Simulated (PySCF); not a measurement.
**Trend along the fifth-period p block: MMg cations**

r²SCAN with double-zeta basis sets in PySCF, for the lowest determinant that a PBE0 search found; no spin–orbit coupling. De refers to high-spin ground-configuration atoms (the charge goes to the atom of lower measured ionisation energy or higher electron affinity, which is not always the lowest computed limit). A positive dipole points towards Mg; it is taken about the centre of mass and depends on that origin.

```tsv
M	basis	charged atom	state (unpaired electrons)	Re (Å)	ωe (cm⁻¹)	De (eV)	μ (D)
In	def2-SVP	In+	singlet (closed shell)	3.282	136	0.89	4.81
Sn	x2c-SVPall	Sn+	doublet (π ↑)	2.936	200	2.01	7.25
Sb	x2c-SVPall	Mg+	triplet (π ↑↑)	2.761	247	1.61	9.18
Te	cc-pVDZ/cc-pVDZ-PP	Mg+	doublet (π ↑)	2.579	325	1.77	10.88
I	x2c-SVPall	Mg+	singlet (closed shell)	2.487	373	2.35	12.28
```

(1) By what factor does the well depth vary along the series?

The rows differ in basis set, which adds steps of its own.

The state changes along the series, so neighbouring rows are not always alike in their bonding.

Closed-shell solutions of metal pairs were not tested for spin polarisation, which can lower them a little. Spin–orbit coupling is left out, which matters for elements this heavy, above all for dissociation energies. For an ion De counts to the pair picked by the measured ionisation energies or electron affinities, which need not be the lowest pair at this level. States were picked by a PBE0 search and need not be the measured ground states.

Results:

(1) At r²SCAN it runs from 0.89 eV (MgIn⁺) to 2.35 eV (MgI⁺), a factor of 2.64.
